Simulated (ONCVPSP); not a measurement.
**Which change was made? (Tm, ONCV)**

* Element: Tm
* Generator: ONCVPSP 4.0.1
* Type: optimised norm-conserving Vanderbilt (ONCV)
* Functional: PBE
* Relativity: non-relativistic
* Frozen core: [Kr] 4d10
* Valence charge: 23
* Reference configuration: 4f13 5s2 5p6 6s1 6p1
* Partial waves: 5s+6s: rc 1.85 bohr, ncon 4, nbas 9, qcut 5.8 1/bohr, 2 projectors; 5p+6p: rc 3.00 bohr, ncon 4, nbas 7, qcut 5.1 1/bohr, 2 projectors; d scattering state at 0.24 Ha: rc 2.65 bohr, ncon 4, nbas 7, qcut 3.7 1/bohr, 1 projector; 4f: rc 0.95 bohr, ncon 4, nbas 8, qcut 15.6 1/bohr, 2 projectors, debl 1.5 Ha
* Local potential: polynomial inside 0.70 bohr (lpopt 5, dvloc0 -1 Ha)
* Core correction: Teter function, fcfact 2.5, rcfact 1.3

In the d channel the program set the typed energies aside and used -0.090 Ha.

Cutoffs, loose and tight: the cutoffs (Ha) at which the residual kinetic energy of the hardest occupied pseudo-wave falls to 1 and 0.1 mHa per electron. They do not see the model core or the augmentation charge, which bear on the density cutoff. Test errors are all-electron minus pseudo excitation energies from the reference, over the configurations 4f13 5s2 5p6 6s2 6p0; 4f13 5s2 5p6 6s1 6p0; 4f13 5s2 5p6 6s0 6p0; 4f13 5s2 5p5 6s2 6p0; variants that change the core or the reference have their own tests.

The base gives: outcome: generated, projector energies reset by the program; cutoff, loose: 124 Ha; cutoff, tight: 294 Ha; bound ghosts: s, p; GHOST(+) flags above zero: none; largest test error (meV): tests left out (the all-electron energies of this program are off by 10 to 40 meV for near-neutral 4f atoms).

Task: After one change the result is: outcome: generated, projector energies reset by the program; cutoff, loose: 326 Ha; cutoff, tight: 391 Ha; bound ghosts: s, p, d; GHOST(+) flags above zero: s; largest test error (meV): tests left out (the all-electron energies of this program are off by 10 to 40 meV for near-neutral 4f atoms). Which change was it?
A. all radii but the core radius scaled by about 0.77 (s 1.42, p 2.30, d 2.04, f 0.74 bohr); local potential polynomial inside 0.54 bohr (lpopt 5, dvloc0 -1 Ha)
B. all radii but the core radius scaled by about 1.27 (s 2.34, p 3.80, d 3.36, f 1.20 bohr); local potential polynomial inside 0.88 bohr (lpopt 5, dvloc0 -1 Ha)
C. all radii but the core radius scaled by about 0.90 (s 1.66, p 2.70, d 2.38, f 0.86 bohr); local potential polynomial inside 0.64 bohr (lpopt 5, dvloc0 -1 Ha)

Result: C. The others give: all radii but the core radius scaled by about 0.77 (s 1.42, p 2.30, d 2.04, f 0.74 bohr); local potential polynomial inside 0.54 bohr (lpopt 5, dvloc0 -1 Ha) → outcome: generated, projector energies reset by the program; cutoff, loose: 496 Ha; cutoff, tight: 660 Ha; bound ghosts: s, p, d; GHOST(+) flags above zero: s; largest test error (meV): tests left out (the all-electron energies of this program are off by 10 to 40 meV for near-neutral 4f atoms) | all radii but the core radius scaled by about 1.27 (s 2.34, p 3.80, d 3.36, f 1.20 bohr); local potential polynomial inside 0.88 bohr (lpopt 5, dvloc0 -1 Ha) → outcome: generated, projector energies reset by the program; cutoff, loose: 99 Ha; cutoff, tight: 108 Ha; bound ghosts: s, p; GHOST(+) flags above zero: d; largest test error (meV): tests left out (the all-electron energies of this program are off by 10 to 40 meV for near-neutral 4f atoms).
